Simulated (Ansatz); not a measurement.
Ansatz (a program for electronic structure) input (HF/def2-QZVPP):
A basis named .json is the Basis Set Exchange file of that set.

Ansatz 0.2 input:
```yaml
crystal:
  periodic: [false, false, false]
  atoms:
    - {symbol: Ta, position_ang: [0.00000000, 0.00000000, -0.00000000]}
    - {symbol: O, position_ang: [1.24516694, 1.43969551, -0.26807165]}
    - {symbol: H, position_ang: [1.51214917, 2.19052434, 0.26336933]}
    - {symbol: O, position_ang: [1.01004340, -1.02731350, 1.27258225]}
    - {symbol: H, position_ang: [1.78376992, -1.58784098, 1.20469136]}
    - {symbol: O, position_ang: [-0.56596739, -0.02675562, -1.83684276]}
    - {symbol: H, position_ang: [-0.80858093, -0.72689024, -2.44380499]}
    - {symbol: O, position_ang: [-1.68924295, -0.38562639, 0.83233216]}
    - {symbol: H, position_ang: [-2.48733816, 0.12420688, 0.97574430]}
basis:
  gaussian:
    orbitals: def2-QZVPP.json
hamiltonian:
  xc: hf
magnetization: {spin_polarized: true, initial_magnetization: 1}
```

End of the output:

```
integrals: 0.47 GiB planned
1757 factors; their error is unknown
mean field: 3.81 GiB planned
mean field evaluation 1: about -9744.4974 eV, gradient 5.6e1 eV
mean field evaluation 2: about -9748.1322 eV, gradient 4.8e1 eV
mean field evaluation 4: about -9756.0713 eV, gradient 2.5e0 eV
mean field evaluation 8: about -9756.2469 eV, gradient 1.4e-1 eV
mean field evaluation 16: about -9744.5832 eV, gradient 5.6e1 eV
mean field evaluation 32: about -9755.7625 eV, gradient 4.0e0 eV
mean field -9756.33694141 eV, -358.5387695140 hartree, gradient 1.4e-5 eV, S^2 0.753518; 0 other end points of the search recorded, 0 dependent functions left out
reference -9756.33694141 eV, -358.5387695140 hartree; 25, 24 occupied and 404, 405 virtual orbitals, 1757 factors
Total energy: -9756.33694141 eV, -358.5387695140 hartree
```

The spin state was set by rule; other spins were not relaxed.
